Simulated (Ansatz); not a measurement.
Isolated molecules relaxed with PBE0-D4/def2-TZVP in Ansatz; ΔE leaves out vibrations. CBS: MP2 limit from def2 TZ/QZ plus the TZ coupled-cluster correction, frozen cores. Functionals use def2-TZVPP. B3LYP here is the variant with VWN-RPA as its local correlation; programs differ in this. Each species was taken in one conformer, which may not be the lowest.

Consider the formal exchange of groups at the Si–N bond: `CN[SiH](O)O` + `C=C[Si](F)(Cl)Cl` → `O[SiH](O)[Si](F)(Cl)Cl` + `C=CNC`.

```csv
level,ΔE (kcal/mol),difference from CCSD(T)/CBS
PBE0-D4,27.2,-6.2
B3LYP-D4,28.9,-4.5
ωB97X-V,30.4,-3.0
PBE,23.9,-9.5
r2SCAN,29.3,-4.1
PBE0,27.1,-6.3
B3LYP,28.7,-4.7
HF/def2-TZVPP,34.8,1.4
MP2/def2-TZVPP,34.8,1.4
CCSD(T)/def2-TZVPP,33.5,0.1
HF/def2-QZVPP,35.0,1.6
MP2/def2-QZVPP,34.8,1.4
SCS-MP2/def2-QZVPP,34.7,1.3
HF/CBS(def2),35.1,1.7
MP2/CBS(def2),34.8,1.4
CCSD/CBS(def2),34.0,0.6
CCSD(T)/CBS,33.4,0
```

Largest T1 diagnostic among the species: 0.012.

From PBE to PBE0 (25 % exact exchange), in def2-TZVPP and without D4, ΔE moves by +3.2 kcal/mol.
